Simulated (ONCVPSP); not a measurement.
## Which setting gave this result? (C (Z = 6), ONCV)

Base potential:

carbon (C), optimised norm-conserving Vanderbilt (ONCV), made with ONCVPSP 4.0.1 (LDA (Perdew-Zunger), scalar-relativistic). Core [He], reference 2s1.5 2p2.5. Waves: 2s: rc 0.80 bohr, ncon 3, nbas 7, qcut 9.3 1/bohr, 2 projectors, debl 3.5 Ha; 2p: rc 2.70 bohr, ncon 4, nbas 8, qcut 4.8 1/bohr, 2 projectors, debl 3.3 Ha; d scattering state at 0.42 Ha: rc 2.20 bohr, ncon 3, nbas 7, qcut 4 1/bohr, 3 projectors, debl 0.4 Ha. Local part: polynomial inside 0.60 bohr (lpopt 5, dvloc0 0 Ha). Core correction: Teter function, fcfact 4, rcfact 1.7.

Cutoffs, loose and tight: the cutoffs (Ha) at which the residual kinetic energy of the hardest occupied pseudo-wave falls to 1 and 0.1 mHa per electron. They do not see the model core or the augmentation charge, which bear on the density cutoff. Test errors are all-electron minus pseudo excitation energies from the reference, over the configurations 2s2 2p2; 2s2 2p1; 2s2 2p0; 2s1 2p0; variants that change the core or the reference have their own tests.

Only the scale of all radii but the core radius (base = 1) is moved:

```tsv
scale of all radii but the core radius (base = 1)	cutoff, loose	cutoff, tight	bound ghosts	largest test error (meV)	median size of the test errors
0.78	414 Ha	487 Ha	s, p, d	+1178	378.9 meV
0.9	141 Ha	294 Ha	s, p, d	+1679	530.6 meV
0.98	36 Ha	209 Ha	s, p	+2025	636.5 meV
1.15	21 Ha	27 Ha	none	+2939	919.7 meV
1.21	22 Ha	28 Ha	none	+3320	986.1 meV
1.32	23 Ha	30 Ha	none	+3946	1181.0 meV
```

**Question.** One more run gave cutoff, loose: 20 Ha; cutoff, tight: 29 Ha; bound ghosts: p; largest test error (meV): +2512; median size of the test errors: 785.2 meV. Which value of the scale of all radii but the core radius (base = 1) was used?

**Answer.** 1.07. The median size of the test errors moves one way along this sweep, from 378.9 meV at 0.78 to 1181.0 meV at 1.32, which places the run between 0.98 and 1.15.
